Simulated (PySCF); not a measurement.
**Electron correlation in Li⁺ (lithium, charge +1)**

1s2, closed-shell 1S. Calculation: PySCF 2.14, in cc-pVTZ-DK (4s3p2d1f, 30 functions); the spin-free X2C one-electron Hamiltonian (Gaussian nucleus). Frozen: nothing; 2 electrons correlated.

Total MP2 correlation energy: -10.89 mhartree.

Same-spin part 0.00 and opposite-spin part -10.89 mhartree; SCS-MP2 scales them by 1/3 and 6/5 to -13.07 mhartree.

With two correlated electrons CCSD is exact within the correlated space (frozen core and kept virtual orbitals).

| level | correlation energy (mhartree) |
| --- | --- |
| CCSD | -12.99 |

Diagnostics: T1 = 0.0017, D1 = 0.0024, largest double amplitude 0.034.

Cost of the coupled-cluster step: 0.05 s of wall time on 1 thread of Neoverse-V2 (shared host), for 2 correlated electrons.
